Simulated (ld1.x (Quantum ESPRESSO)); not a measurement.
Values are calculated unless marked as measured or tabulated.
Potentials for oxygen (O) compared

Generated with ld1.x 7.5 (TM, RRKJ, ultrasoft, PAW), atompaw 4.2 or ONCVPSP 4.0.1. The cutoff is in Ry: for ld1.x and atompaw files where the sum of valence levels is converged to 10 mRy in a Bessel basis, for ONCV files where the hardest occupied wave has 1 mHa per electron of residual kinetic energy. The error is the largest all-electron minus pseudo excitation energy over each file’s own four to seven test configurations (ionisations up to +4, promotions, holes and added fractions of an electron), all of which were solved. The labels leave out finer settings (local radius, basis sizes, second energies), which also bear on the numbers. Spin-polarised tests are not counted. The rows are a selection from randomly drawn settings: files with unsolved tests, undetermined cutoffs or missed reference levels are left out.

```tsv
potential	cutoff (Ry)	largest error (meV)	bound ghosts
TM, BLYP, fully relativistic, rc 0.95/1.10 (sp), local smoothed, core correction no, reference 2s2 2p3	100	+914	none
RRKJ, LDA (PZ), scalar-relativistic, rc 0.75/1.55 (sp), local s, core correction yes, reference 2s2 2p4	80	+3355	none
ultrasoft, PBE, non-relativistic, rc 0.82/1.42 (sp), local smoothed, core correction yes, reference 2s1.5 2p4.5	40	+126	none
TM, revPBE, non-relativistic, rc 0.60/1.60 (sp), local s, core correction no, reference 2s2 2p2.5	200	+446	none
ultrasoft, PBE, non-relativistic, rc 0.75/1.55 (sp), local smoothed, core correction yes, reference 2s2 2p4	55	+1221	none
PAW, PBEsol, scalar-relativistic, rc 0.95/1.50/1.10 (spd), local smoothed, core correction yes, reference 2s2 2p3.75	30	-15	none
```

(1) Fill in the row for O: TM, PBEsol, scalar-relativistic, rc 0.70/1.20 (sp), local s, core correction no, reference 2s2 2p3.

(2) Fill in the row for O: TM, revPBE, scalar-relativistic, rc 0.90/1.35 (sp), local s, core correction yes, reference 2s2 2p2.

## Answers

(1) cutoff 110 Ry, largest error +856 meV, bound ghosts: none.

(2) cutoff 110 Ry, largest error +780 meV, bound ghosts: none.
